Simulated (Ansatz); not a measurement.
The cluster Al₅F₃⁺, relaxed as a doublet with UKS PBE-D4/def2-SVP in Ansatz, starting from the GFN1-xTB geometry. Force threshold 0.02 eV/Å.

Another isomer (doublet) lies 0.26 eV lower at PBE0-D4/def2-TZVP; other spin states weren't run for this one.

Start:

```xyz
8

Al   -1.991    0.123    0.754
Al    1.060   -0.489   -1.650
Al   -0.399   -2.060   -0.071
Al   -0.487    1.787   -0.693
Al    1.724    0.870    1.006
F    -0.230    0.963    1.285
F    -0.920   -0.232   -1.056
F     1.242   -0.961    0.425
```

(1) Estimate the energy that the relaxation releases and the steps that it takes.

(2) Does the start keep its bonding and symmetry?

(3) Predict the relaxed structure.

Results:

(1) 1.60 eV, in 35 steps; 47 s on 4 threads of Intel Xeon 6975P-C on a shared host. No frequencies were taken in this run, so the end may be a saddle point.

(2) By distances, no bond broke or formed, bridged metal pairs apart. The bond that changes most is Al4–F7, from 2.10 to 1.87 Å (atoms count from 1). A close non-bonded pair moves further: Al2–F8, from 2.14 to 4.54 Å. Metal–metal contacts that move far: Al2–Al3 2.66 to 3.24 Å.

(3) 
```xyz
8

Al   -1.998    0.272    1.357
Al    0.542   -1.116   -3.168
Al    0.101   -1.610    0.004
Al   -0.553    1.160   -0.792
Al    1.146    0.935    1.410
F    -0.478    0.774    2.371
F    -0.028    0.583   -2.495
F     1.268   -0.998    1.313
```
Bond lengths (bridged metal pairs left out): 6 × Al–F 1.86 to 1.94 Å; 2 × Al–Al 2.74 to 2.79 Å.
